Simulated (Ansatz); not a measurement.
Frontier orbitals of ClFMoOS, SMILES `[O]=[Mo]([F])(=[S])[Cl]`.

```tsv
atom	x (Å)	y (Å)	z (Å)
O1	-1.395	0.597	-0.820
Mo2	-0.007	0.050	-0.094
F3	1.443	0.370	-1.171
S4	0.209	1.103	1.703
Cl5	-0.251	-2.120	0.382
```

Charge 0, multiplicity 1. Correlated methods include outer-core shells of Mo, which these sets cover unevenly. Mo takes the def2 core potential. Geometry: relaxed with PBE0-D4/def2-TZVP. Basis def2-TZVPP, Ansatz.

Orbital energies of one run (eV). Highest occupied ones, from the top: -10.68, -11.21, -12.32, -12.63, -13.33, -13.94, -14.33, -15.11, -15.31, -16.23, -16.48, -17.08, -22.65, -26.44. Empty: -1.72, -1.54, -0.27, 0.25, 0.96, 1.52.

(1) Which functional gave them?
A. BHLYP
B. BLYP
C. ωB97X-V
D. HSE06 (plane-wave form)

Answers

(1) C. HOMO energies: ωB97X-V -10.68, BHLYP -9.55, HSE06 -8.03, BLYP -6.99 eV.
